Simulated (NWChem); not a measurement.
System: SnH₃O₃ cation; SMILES [OH][Sn+]([OH])[OH]

Here is an NWChem input.

```
start job
memory heap 200 mb stack 900 mb global 1100 mb
charge 1
geometry units angstroms noautoz
  Sn     0.035170     0.020644     0.000241
  O      0.227885    -1.886776    -0.000021
  H      1.134339    -2.237592     0.006821
  O     -1.793011     0.575277    -0.000368
  H     -1.935415     1.537978    -0.001506
  O      1.374563     1.403005    -0.001227
  H      2.305962     1.124354    -0.002179
end
basis spherical
  Sn library def2-svp
  O library def2-svp
  H library def2-svp
end
ecp
  Sn library def2-ecp
end
dft
  xc b3lyp
  iterations 150
end
tddft
  cis
  nroots 8
  notriplet
end
task tddft energy
```

Structure relaxed at the PBE0/def2-SVP level. def2 effective core potentials on Sn; no spin-orbit coupling.

Vertical excitations in the gas phase.

### Question
What results follow from this input? (B3LYP/def2-SVP with def2 effective core potentials on Sn, TDA.) Quantities: lowest excitation, singlet (eV); lowest state with f > 0.02, singlet (eV); orbital gap (eV).

### Answer
The lowest excitation, singlet (eV) comes out as 4.20 and the lowest state with f > 0.02, singlet (eV) is 5.31. The orbital gap (eV) is 5.58.
